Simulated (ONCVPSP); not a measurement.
# What the settings do to the ONCV potential of Rh (Z = 45)

Base potential:

| Property | Result |
| --- | --- |
| Element | rhodium (Rh) |
| Generator | ONCVPSP 4.0.1 |
| Type | optimised norm-conserving Vanderbilt (ONCV) |
| Functional | LDA (Perdew-Wang 92) |
| Relativity | scalar-relativistic |
| Frozen core | [Ar] 3d10 4s2 |
| Valence charge | 15 |
| Reference configuration | 4p6 4d8 5s1 |
| Partial waves | 5s: rc 2.55 bohr, ncon 4, nbas 8, qcut 2.2 1/bohr, 2 projectors, debl 1.8 Ha; 4p: rc 1.05 bohr, ncon 5, nbas 8, qcut 8.2 1/bohr, 3 projectors, debl 1.7 Ha; 4d: rc 1.60 bohr, ncon 4, nbas 9, qcut 11.9 1/bohr, 2 projectors, debl 2.8 Ha |
| Local potential | polynomial inside 1.00 bohr (lpopt 5, dvloc0 2 Ha) |
| Core correction | none |

In the p channel the program set the typed energies aside and used -1.857, 0.250, 1.950 Ha.

Cutoffs, loose and tight: the cutoffs (Ha) at which the residual kinetic energy of the hardest occupied pseudo-wave falls to 1 and 0.1 mHa per electron. They do not see the model core or the augmentation charge, which bear on the density cutoff. Test errors are all-electron minus pseudo excitation energies from the reference, over the configurations 4p6 4d8 5s0; 4p6 4d7 5s0; 4p6 4d6 5s0; 4p6 4d7 5s1 5p1. A dash means not determined; rows that change the core or the reference have their own tests.

A true bound ghost makes a file unfit for plane-wave use even where its test errors are small: the radial tests pick states by their node count and pass the ghost by.

| change | outcome | cutoff, loose | cutoff, tight | bound ghosts | GHOST(+) flags above zero | largest test error (meV) |
| --- | --- | --- | --- | --- | --- | --- |
| base | generated, projector energies reset by the program | 64 Ha | 137 Ha | s, p | s, p | +16 |
| s: rc 2.3 | generated, projector energies reset by the program | 64 Ha | 137 Ha | s, p | p | +34 |
| d: qcut 16.7 | generated, projector energies reset by the program | 96 Ha | 137 Ha | s, p, d | s, p | -57 |
| local potential polynomial inside 0.85 bohr (lpopt 3, dvloc0 0 Ha) | generated, projector energies reset by the program | 64 Ha | 137 Ha | s, p | s, p | +16 |
| p: rc 1.4 | generated, projector energies reset by the program | 32 Ha | 85 Ha | s | s | +16 |

Task: What comes out with this change to the base: non-relativistic?

Result: outcome: generated, projector energies reset by the program; cutoff, loose: 58 Ha; cutoff, tight: 125 Ha; bound ghosts: s, p; GHOST(+) flags above zero: s, p; largest test error (meV): +35.

Task: What comes out with this change to the base: s: qcut 2.1?

Result: outcome: generated, projector energies reset by the program; cutoff, loose: 64 Ha; cutoff, tight: 137 Ha; bound ghosts: s, p; GHOST(+) flags above zero: s, p; largest test error (meV): +10.
